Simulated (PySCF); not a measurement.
Te(I)(Me) (CH3ITe), SMILES C[Te]I. Atoms are numbered in the order given.

```xyz
6

Te     0.3827     1.2149     0.0000
I     -0.0648    -1.4983     0.0000
C     -1.7206     1.7682     0.0000
H     -1.7461     2.8681     0.0000
H     -2.1994     1.3774    -0.9054
H     -2.1994     1.3774     0.9054
```
Charge 0, spin multiplicity 1.

Coordinates come from a B3LYP-D3(BJ)/def2-SVP optimisation. The def2 effective core potentials stand for the cores of I, Te; spin–orbit coupling is left out.

These are PBE0/def2-TZVPD run with PySCF values and carry that method's errors.

Mulliken values depend strongly on the basis, most of all with diffuse functions as here. ESP charges are fitted to the potential on shells at 1.4 to 2.0 van der Waals radii. Atomic charges (e):

```csv
atom,Mulliken,ESP fit
Te1,0.14,0.08
I2,-0.13,-0.09
C3,-0.72,-0.83
H4,0.24,0.33
H5,0.23,0.25
H6,0.23,0.25
```
